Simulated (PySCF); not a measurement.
A PySCF script (with the pyscf-properties extension) for the NMR shieldings of SMILES FB(F)F, BF₃, on a PBE0-D3(BJ)/def2-SVP geometry:

```python
import basis_set_exchange as bse
import numpy as np
from pyscf import gto, dft
from pyscf.prop import nmr

atoms = """
B    -0.000121   -0.000087    0.000884
F     1.310094   -0.035783    0.015724
F    -0.623417    1.153069   -0.021768
F    -0.686557   -1.117189    0.005161
"""
names = dict.fromkeys(["B", "F"], "pcSseg-1")
basis = {el: gto.basis.parse(bse.get_basis(n, elements=[el], fmt="nwchem")) for el, n in names.items()}
mol = gto.M(atom=atoms, basis=basis, charge=0, verbose=0)
mf = dft.RKS(mol, xc="B3LYP")
mf.grids.level = 2
mf.grids.alignment = dft.numint.BLKSIZE   # the property module wants whole blocks of grid points
mf.conv_tol = 1e-9
mf.kernel()

calc = nmr.RKS(mf)   # GIAO
C = mf.mo_coeff
Co = C[:, mf.mo_occ > 0]
resp = mf.gen_response(singlet=True, hermi=2)
def vind(x):   # induced exchange potential for any number of trial vectors
    d = np.einsum("pi,xij,qj->xpq", C, 2 * x.reshape(-1, C.shape[1], Co.shape[1]), Co, optimize=True)
    return np.einsum("xpq,pi,qj->xij", resp(d - d.transpose(0, 2, 1)), C, Co, optimize=True).ravel()
mo1, _ = nmr.rhf.solve_mo1(calc, with_cphf=vind)
sigma = calc.kernel(mo1)
for i, s in enumerate(sigma):   # ppm
    w = np.linalg.eigvalsh((s + s.T) / 2)
    print("%2d %-2s iso %8.1f  s11 %8.1f  s22 %8.1f  s33 %8.1f" % (i, mol.atom_pure_symbol(i), w.mean(), *w))
```

**Question.** What are the results?

**Answer.** 
```
 0 B  iso     86.6  s11     76.7  s22     91.5  s33     91.5
 1 F  iso    298.1  s11    163.5  s22    360.9  s33    369.9
 2 F  iso    298.1  s11    163.6  s22    361.0  s33    369.9
 3 F  iso    298.2  s11    163.6  s22    361.1  s33    369.9
```

These numbers come from an equivalent density-fitted implementation of the same equations, which agrees with the script to about 0.01 ppm for H and up to a few tenths of a ppm for heavy atoms, so last digits may differ.

**Question.** Turn these shieldings into chemical shifts. Referencing at the same level of theory: 11B (97.83 ppm) against BF3·OEt2; 19F (171.94 ppm) against CFCl3.

**Answer.** Averaging equivalent atoms: B 0: 11.3; F 1/2/3: -126.2 ppm. Unscaled 19F shifts against computed CFCl3 carry errors that often reach 10 to 50 ppm.

Size and cost of the density-fitted run: 68 basis functions, 1.9 s wall time on 1 thread of an x86-64 server CPU, shared host.
